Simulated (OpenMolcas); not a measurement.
Pd5+ among 4 point charges of -2.5 e arranged as a tetrahedron (Td).

```json
{"Program": "OpenMolcas 26.06", "Method": "CASSCF", "Basis": "ANO-RCC-VTZP [7s6p4d2f1g]", "Scalar Hamiltonian": "DKH2, point nucleus", "Active space": "5 electrons in 5 orbitals (4d)", "State averaging": "2S+1 = 6 even, 1 root; 2S+1 = 4 even, 24 roots; 2S+1 = 2 even, 75 roots", "Spin-orbit coupling": "state interaction with AMFI integrals over the reference wave functions"}
```

All point charges move together. At R = 2.1 Å |10Dq| is 1822 cm-1, and at R = 2.43 Å it is 909 cm-1.

Question: A third run gives 1468 cm-1. What distance was it run at?

Answer: With a power law R^-n the two known points give n = -ln(909 / 1822) / ln(2.43 / 2.1) = 4.76. Then R = 2.1 × (1822 / 1468)^(1/4.76) = 2.198 Å. The run was at 2.2 Å, so the estimate is off by -0.002 Å.

Without dynamic correlation the repulsion within the d shell is too large (B by tens of per cent), so at a given field states of lower spin stand too high. Point charges give a weaker field than real ligands, and real ions of this kind are as a rule low spin; the high spin found here belongs to the model. Point charges carry no covalency, so the field is a model and not that of real ligands. No measured value stands beside these numbers.
